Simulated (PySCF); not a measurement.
Species: C6H12OSi2.
Cartesian coordinates in Å at the PBE0-D3(BJ)/def2-SVP level; atoms count from 1:
```
atom  x, y, z in Å
C1     2.7473    2.3255    0.1196
C2     1.7615    1.3427    0.5275
C3     0.9400    0.5106    0.8754
Si4   -0.3111   -0.7366    1.3632
O5     0.0450   -2.1871    0.6319
Si6    0.4656   -2.8092   -0.8462
C7    -1.9761   -0.1182    0.8274
C8    -2.2773    1.3626    0.8203
C9    -2.1241    0.6371   -0.4730
H10    3.0136    2.1993   -0.9414
H11    2.3638    3.3490    0.2533
H12    3.6690    2.2286    0.7143
H13   -0.2492   -0.9728    2.8310
H14    0.9120   -4.2180   -0.6515
H15    1.5755   -2.0163   -1.4574
H16   -0.7054   -2.7922   -1.7756
H17   -2.8177   -0.7691    1.0922
H18   -3.2786    1.6761    1.1276
H19   -1.4792    2.0508    1.1163
H20   -1.2231    0.8316   -1.0639
H21   -3.0188    0.4417   -1.0702
```

Theory: PySCF 2.14.0, density-fitted response routines, TDDFT CAM-B3LYP/def2-SVPD, vertical, gas phase, core orbitals frozen in the response.

Orbital energies (eV): HOMO-3 -9.89, HOMO-2 -9.51, HOMO-1 -9.18, HOMO -9.01, LUMO 0.84, LUMO+1 1.10, LUMO+2 1.32.

Q: Among the lowest singlets, which states do these configurations lead, and at what energies: HOMO→LUMO+1, HOMO-1→LUMO+2, HOMO-1→LUMO+1, HOMO-2→LUMO?

A: 

```
state  leading configuration  weight  Δε (eV)  E (eV)  E − Δε (eV)       f  other configurations
   S3          HOMO-1→LUMO+2    0.63    10.50    6.21        -4.29  0.0012              H→L (9%)
   S4            HOMO-2→LUMO    0.67    10.35    7.18        -3.17  0.0053             H→L (16%)
   S5            HOMO→LUMO+1    0.75    10.11    7.26        -2.85  0.0040                     –
   S6          HOMO-1→LUMO+1    0.82    10.28    7.33        -2.95   0.012                     –
```

E − Δε runs from -4.29 to -2.85 eV. By orbital difference alone the order would be S5, S6, S4, S3. Δε is the difference of the two orbital energies.

H and L stand for HOMO and LUMO. The other states: S1 5.87 eV, f 0.0002, H→L (47%), H-1→L+2 (9%); S2 6.16 eV, f 0.0029, H-1→L (36%), H→L+2 (29%); S7 7.63 eV, f 0.025, H-4→L (66%); S8 7.77 eV, f 0.117, H-2→L+2 (33%), H→L+2 (29%), H-2→L+1 (10%); S9 7.88 eV, f 0.054, H-3→L (39%), H-5→L (14%); S10 8.05 eV, f 0.080, H-3→L (28%), H-5→L (14%).

Triplets, Tamm–Dancoff:

```json
{"state": "T1", "E (eV)": "4.91", "λ (nm)": "252.4", "main configurations (H = HOMO, L = LUMO)": "H-1→L (30%), H→L+2 (21%)"}
{"state": "T2", "E (eV)": "5.34", "λ (nm)": "232.0", "main configurations (H = HOMO, L = LUMO)": "H→L (32%), H-1→L+2 (24%)"}
{"state": "T3", "E (eV)": "5.36", "λ (nm)": "231.1", "main configurations (H = HOMO, L = LUMO)": "H→L+2 (34%), H-1→L (23%)"}
{"state": "T4", "E (eV)": "5.97", "λ (nm)": "207.8", "main configurations (H = HOMO, L = LUMO)": "H-1→L+2 (46%), H→L (20%)"}
```

Summed over the main configurations (up to three a state, each over 8%) of all 10 singlets, the electron leaves HOMO with weight 2.05, HOMO-1 with weight 1.90, HOMO-2 with weight 1.10 and HOMO-3 with weight 0.68.

All these states lie below the vertical ionisation energy of 9.67 eV (ΔSCF).

One conformer stands for the species.
